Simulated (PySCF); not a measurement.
SMILES O=Cc1ccccc1O (C7H6O2) at its GFN2-xTB optimised geometry (Å):

```
15

O     -2.5618    -1.9381    -0.0021
C     -1.3583    -1.8543    -0.0001
C     -0.6063    -0.5964     0.0000
C     -1.2863     0.6222     0.0001
C     -0.6029     1.8196     0.0003
C      0.7847     1.8121     0.0002
C      1.4793     0.6169     0.0000
C      0.7988    -0.5964     0.0000
O      1.4582    -1.7784     0.0000
H     -0.7200    -2.7554     0.0025
H     -2.3655     0.5907     0.0002
H     -1.1395     2.7554     0.0006
H      1.3317     2.7432     0.0004
H      2.5618     0.6179    -0.0001
H      2.4118    -1.6255    -0.0001
```

Method: PBE0/def2-TZVP (PySCF). Cells within 0.4 Å of a nucleus heavier than hydrogen are left out (blank, or x).

Map of the Laplacian of the electron density (e/bohr⁵), clipped to [-1.50, 1.50] on the plane z = 0.0 Å:

```
|6666666666666666666666666|
|6666666666666666666666666|
|6666666666666666666666666|
|6666666666666666666666666|
|6666666677777777766666666|
|6666666772677771776666666|
|6666666773377750776666666|
|6666666776xx55x4776666666|
|6666667777xx3xx5777666666|
|6666677775277743777766666|
|666667545x58777xx41776666|
|666667335x58777xx30776666|
|6666677775278852777766666|
|6666677777xx46x4877766666|
|6666777777xx44x6877766666|
|6667789984477873987766666|
|666781x4xx67779xx10766666|
|66678xx2xx47779xx97766666|
|6667798985077779977666666|
|6666777777177777776666666|
|6666677777777666666666666|
|6666666666666666666666666|
|6666666666666666666666666|
|6666666666666666666666666|
|6666666666666666666666666|
```
Scale: ten equal steps from -1.50 (start of '0') to 0.668 (end of '9'), in the order '0123456789'; x runs from -5.00 to 5.00, y from -5.00 (bottom) to 5.00 (top).
